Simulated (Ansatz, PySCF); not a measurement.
(3E)-2,4-difluoropenta-1,3-diene (C5H6F2), SMILES C=C(F)/C=C(\C)F. Atoms are numbered in the order given.

```xyz
13

C     -2.6476     0.0504     0.2625
C     -1.3288    -0.2027     0.2930
F     -0.8988    -1.2745     0.9959
C     -0.3008     0.5733    -0.3653
C      1.0330     0.3702    -0.3714
C      1.8852    -0.6653     0.2595
F      1.7733     1.2530    -1.0724
H     -3.0259     0.9072    -0.2955
H     -3.3453    -0.5980     0.7944
H     -0.6575     1.4381    -0.9314
H      2.6202    -0.1801     0.9233
H      1.2963    -1.3878     0.8310
H      2.4600    -1.1918    -0.5207
```
Charge 0, spin multiplicity 1.

Geometry: r2SCAN-D4/def2-SVP. One conformer was computed; it need not be the lowest.

Two levels are set side by side: PBE-D3(BJ)/def2-SVP (Ansatz, a program for electronic structure) and r2SCAN-D4/def2-SVP (Ansatz). Each level has its own optimised geometry; the coordinates shown are those of the second. Frequencies come from the Hessian of PySCF at each geometry. Differences are taken from unrounded values.

```tsv
quantity	r2SCAN-D4
mean bond length (Å)	1.241
bond C1–C2 (Å)	1.343
bond C2–F3 (Å)	1.352
bond C2–C4 (Å)	1.446
bond C4–C5 (Å)	1.349
bond C5–C6 (Å)	1.482
bond C5–F7 (Å)	1.349
bond C1–H8 (Å)	1.090
bond C1–H9 (Å)	1.091
bond C4–H10 (Å)	1.093
bond C6–H11 (Å)	1.103
bond C6–H12 (Å)	1.093
bond C6–H13 (Å)	1.103
highest harmonic wavenumber (cm⁻¹)	3297
mean harmonic wavenumber (cm⁻¹)	1296
zero-point energy (kcal/mol)	61.14
```

Question: What does PBE-D3(BJ) give, and how far is it from r2SCAN-D4? (The exact figures need the calculation; the answer reports its results.)

Answer: 
```csv
quantity,PBE-D3(BJ),PBE-D3(BJ) minus r2SCAN-D4
mean bond length (Å),1.248,0.007
bond C1–C2 (Å),1.351,0.008
bond C2–F3 (Å),1.359,0.007
bond C2–C4 (Å),1.452,0.005
bond C4–C5 (Å),1.357,0.007
bond C5–C6 (Å),1.488,0.006
bond C5–F7 (Å),1.355,0.006
bond C1–H8 (Å),1.097,0.007
bond C1–H9 (Å),1.098,0.007
bond C4–H10 (Å),1.100,0.007
bond C6–H11 (Å),1.111,0.008
bond C6–H12 (Å),1.101,0.008
bond C6–H13 (Å),1.111,0.008
highest harmonic wavenumber (cm⁻¹),3225,-72
mean harmonic wavenumber (cm⁻¹),1264,-32
zero-point energy (kcal/mol),59.62,-1.51
```
